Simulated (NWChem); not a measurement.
Spin states of CH$_{2}$I

```xyz
4

C     -1.7608     0.0754     0.0000
I      0.2852    -0.0072     0.0000
H     -2.2745    -0.0366    -0.9555
H     -2.2745    -0.0366     0.9555
```
Charge 0, spin multiplicity 2.

The numbers come from NWChem runs, not from measurements. All single points use one geometry, from UPBE0/def2-SVP with def2 effective core potentials on I, a minimum by its harmonic frequencies.

Basis set: def2-TZVP. The gap is E(quartet) − E(doublet) at the geometry of the doublet, so a negative value puts the higher spin lower. Open shells are unrestricted. The quartet is the single determinant that the SCF runs reached, with unpaired electrons in orbitals of symmetry a" and a' and a' (Cs labels); it need not be the lowest quartet, which in molecules with degenerate π orbitals can need several determinants.

Effective core potentials replace the inner electrons of I; spin-orbit coupling is left out. B3LYP has NWChem's definition, with VWN1-RPA local correlation. The structure started from a generated list of species. The unpaired electrons of the parent sit in orbitals of symmetry a' (Cs labels of the run); other states weren't searched. No SCF solution was tested for a lower state. Open-shell Hartree-Fock references start from PBE0 orbitals.

Question: Order these methods by the vertical doublet-quartet gap they give, lowest first: B3LYP, PBE, BP86, HF.

Answer: HF (101.1 kcal/mol), PBE (108.2 kcal/mol), BP86 (109.1 kcal/mol), B3LYP (110.3 kcal/mol)
